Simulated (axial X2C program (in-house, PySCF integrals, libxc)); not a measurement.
**Testing model relations on HfF**

A bond curve at the PBE0 level, with spin–orbit coupling, was computed with an in-house all-electron X2C program for linear molecules (integrals from PySCF) (basis Hf dyall-cv3z [13s14p9d7f4g], F dyall-av3z [7s6p3d2f] (cores contracted in-house)) for the state Ω = 3/2 (⟨Sz⟩ = -0.48, ⟨Lz⟩ = 1.98 at PBE0). Its fit gives Re = 1.8519 Å, ωe = 677.8 cm⁻¹, ωexe = 2.88 cm⁻¹ and αe = 1.643e-03 cm⁻¹; the masses are 179.9465 and 18.9984 u. Two-component means X2C with spin–orbit coupling and atomic mean-field Coulomb and Gaunt terms.

(1) Find the reduced mass, Be and the force constant.

(2) The dipole moment p changes by 4.61 D/Å at Re. What harmonic infrared intensity follows?

(3) A Morse curve ties αe to the other constants (Pekeris). How well does that hold?

(4) Estimate the centrifugal constant by the Kratzer relation.

(5) Where do the fundamental and the first overtone lie?

The state is a single determinant with fixed occupations, the lowest that a limited PBE0 search found. Density functionals use the spin component along the axis (collinear). Without a current term, density functionals place determinants with orbital angular momentum somewhat too high.

## Answers

(1) From the PBE0 values: μ = 17.1841 u. Be = 16.8576/(μ Re²) = 0.286 cm⁻¹. k = 5.8918×10⁻⁷ μ ωe² = 4.65 mdyn/Å.

(2) I = 42.256 × (dp/dR)²/μ = 52 km/mol.

(3) αe(Morse) = 6Be²/ωe × (√(ωexe/Be) − 1) = 1.574e-03 cm⁻¹; the PBE0 curve gives 1.643e-03 cm⁻¹, a ratio of 0.96.

(4) D = 4Be³/ωe² = 2.04e-07 cm⁻¹.

(5) ν(1←0) = ωe − 2ωexe = 672.0 cm⁻¹; ν(2←0) = 2ωe − 6ωexe = 1338.3 cm⁻¹.
